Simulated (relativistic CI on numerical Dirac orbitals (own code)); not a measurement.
# K IV: sensitivity of the levels to the model

Base calculation: Dirac-Coulomb-Breit CI, KLI orbitals optimised for each configuration, a model potential for QED, valence Slater integrals scaled by 0.85, P86 correlation energy added to each configuration.

Configurations in the expansion (outside the closed core [Ne]): 3s²3p⁴, 3s3p⁵, 3s²3p³3d, 3p⁶, 3s3p⁴3d, 3s²3p³4s, 3s²3p³4p, 3s²3p³4d, 3s²3p³5s, 3s²3p³4f, 3s²3p³5p, 3s²3p³5d, 3p⁵3d, 3s²3p³5f, 3s²3p²3d², 3s²3p3d³, 3s3p²3d³, 3s²3p3d²4s, 3s²3p3d²4p, 3s²3p3d²4d. Double excitations out of closed p, d and f shells are left out; levels of such configurations are missing from the list, as are those of other unlisted configurations, and high levels can miss mixing partners. These lack a partner that the ground configuration has and come out too high: 3s²3p³5s, 3s²3p³4f, 3s²3p³5p, 3s²3p³5d, 3s²3p³5f.

The lowest level and the first level of each name with at least 55 % of one term (blank where a level has no safe partner in the second run):

| Level | Base (cm⁻¹) | Shift (cm⁻¹) |
| --- | --- | --- |
| 3s²3p⁴ ³P2 | 0.0 | 0.0 |
| 3s²3p⁴ ³P1 | 1657.4 | +31.4 |
| 3s²3p⁴ ³P0 | 2290.6 | +60.4 |
| 3s²3p⁴ ¹D2 | 16063.9 | +666.1 |
| 3s²3p⁴ ¹S0 | 35531.9 | +4937.4 |
| 3s3p⁵ ³P°2 | 148158.3 | +15813.7 |
| 3s3p⁵ ³P°1 | 149633.8 | +15896.8 |
| 3s3p⁵ ³P°0 | 150430.5 | +15920.1 |
| 3s²3p³3d ⁵D°0 | 190384.0 | -13310.7 |
| 3s²3p³3d ⁵D°1 | 190389.3 | -13307.4 |
| 3s²3p³3d ⁵D°2 | 190398.7 | -13300.9 |
| 3s²3p³3d ⁵D°3 | 190412.8 | -13292.7 |
| 3s²3p³3d ⁵D°4 | 190438.7 | -13286.5 |
| 3s²3p³3d ³D°2 | 206888.2 | -13697.5 |

For a near-neutral ion this model can misplace configurations by up to about 10,000 cm⁻¹ (more where the count of f electrons changes) and terms by 10 to 25 % of their spread. Rates follow the energies as ν³ (E1, M1) or ν⁵ (E2), so they and the lifetimes can be off by large factors. The fine structure of a lone outer electron comes out too small, for d and f at times inverted, and misplaced configurations move strength between like terms. 29 of the 36 excited levels that our extract of the measured tables holds in this range could be paired (the sources list more); they are missed by 11304 cm⁻¹ on average and 17220 at most, and levels without a partner can miss by more.

Problem. One thing was changed in a second run, which moved the levels as shown. Which?
A. one mean potential for all configurations
B. no correlation estimate
C. Breit term removed
D. configuration mixing switched off
E. Slater integrals left unscaled
F. QED terms removed

Solution. D. Configuration mixing switched off. Without mixing, levels that were pushed by configurations of the same parity and J return to their single-configuration places.
